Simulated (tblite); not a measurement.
Compound: C6H11NOSi.
Numbering: `[CH3:1][O:2]/[C:3](=[CH:4]/[SiH2:5][CH3:6])[CH2:7][C:8]#[N:9]` (hydrogens: H10, H11, H12 on C1; H13 on C4; H14, H15 on Si5; H16, H17, H18 on C6; H19, H20 on C7)

Cartesian coordinates in Å at the GFN2-xTB level; atoms count from 1:
```
atom  x, y, z in Å
C1    -2.6669   -0.5290   -1.2980
O2    -2.3332    0.1139   -0.0928
C3    -1.0200    0.1795    0.2689
C4     0.0209   -0.3494   -0.3708
Si5    1.8040   -0.1910    0.1877
C6     2.8739   -1.0905   -1.0927
C7    -0.8911    0.9855    1.5422
C8    -0.5378    2.3434    1.2149
N9    -0.2696    3.4191    0.9375
H10   -3.7473   -0.4379   -1.3939
H11   -2.3904   -1.5880   -1.2731
H12   -2.1823   -0.0476   -2.1528
H13   -0.1640   -0.9027   -1.2806
H14    1.9690   -0.8363    1.5039
H15    2.2089    1.2150    0.3003
H16    2.8039   -0.6212   -2.0699
H17    2.5755   -2.1292   -1.2034
H18    3.9186   -1.0793   -0.7991
H19   -1.8547    0.9923    2.0587
H20   -0.1223    0.5642    2.1907
```

All values are computed: GFN2-xTB (tblite) harmonic vibrations without scaling, gas phase. This tight-binding method is rough: wavenumbers can miss measured ones by several per cent, in bad cases by 10 to 20. Modes of hydrogen on silicon can be 10 to 20 % off. One conformer, not necessarily the lowest.

Harmonic wavenumbers (cm⁻¹): 39.6, 40.9, 83.2, 111.0, 122.3, 152.9, 176.8, 210.0, 236.3, 251.5, 375.0, 395.3, 431.1, 470.0, 504.7, 587.6, 615.0, 686.5, 761.0, 773.9, 786.9, 797.2, 828.4, 839.6, 885.6, 943.5, 995.4, 1050.0, 1108.8, 1122.6, 1151.7, 1189.2, 1244.9, 1290.2, 1375.5, 1393.7, 1399.1, 1466.2, 1481.6, 1490.7, 1495.8, 1668.6, 2157.2, 2230.3, 2412.3, 2936.2, 2951.2, 2974.1, 2992.5, 3031.6, 3035.8, 3037.7, 3050.5, 3067.2.

A = 1485, B = 949.0, C = 643.9 MHz; mass 141.061 u (most abundant isotopes); point group C1, symmetry number 1.

**Question.** Zero-point energy?

**Answer.** ½Σν̃ = 33453 cm⁻¹ = 95.65 kcal/mol.

**Question.** What is S at 350 K and 1 bar for an ideal gas of classical rigid rotors and harmonic oscillators?

**Answer.** Translation 41.57, rotation 30.73, vibration 45.06: S = 117.4 cal/(mol K).

**Question.** And Cp and H(350 K) − H(0)?

**Answer.** Cp = 49.67 cal/(mol K), of which vibrations give 41.72 (their classical limit is 54 R = 107.3); H(350 K) − H(0) = 10.64 kcal/mol without the zero-point energy, 7.86 from vibrations.

**Question.** Blend soft modes into free rotors: weight 1/[1 + (100 cm⁻¹/ν̃)⁴] for the oscillator and the rest for a rotor with moment μB/(μ + B), μ = h/(8π²ν), B = 10⁻⁴⁴ kg m². What vibrational entropy results?

**Answer.** 40.72 cal/(mol K) in place of 45.06, which changes −T·S at 350 K by +1.52 kcal/mol.

**Question.** How do the functions run with temperature in this model?

**Answer.** 
```csv
T (K),S (cal/(mol K)),Cp (cal/(mol K)),H − H(0) (kcal/mol),G − H(0) (kcal/mol),ln q(vib)
150,85.4,28.4,2.81,-10.01,4.58
250,102.5,39.2,6.19,-19.43,8.07
298.15,109.8,44.4,8.20,-24.54,9.68
400,124.3,54.4,13.25,-36.47,12.97
600,149.4,69.6,25.74,-63.91,19.07
900,180.7,84.5,49.04,-113.60,27.36
```

q(vib) and H(0) count from the zero-point level.

**Question.** What must be added to the electronic energy to get the Gibbs energy at 350 K and 1 bar?

**Answer.** ZPE + [H(350 K) − H(0)] − T·S = 95.65 + 10.64 − 41.07 = 65.22 kcal/mol.

**Question.** Which modes carry the vibrational entropy at 350 K?

**Answer.** 39.6 cm⁻¹: 5.60; 40.9 cm⁻¹: 5.53; 83.2 cm⁻¹: 4.13; 111.0 cm⁻¹: 3.56; 122.3 cm⁻¹: 3.37; 152.9 cm⁻¹: 2.94 cal/(mol K); the other 48 give 19.92 together.

Hindered rotation and anharmonicity are outside this model. Other conformers, if any are populated, would add a mixing term that is left out. The structure is chiral; the term R ln 2 for an equal mix with its mirror image is left out.
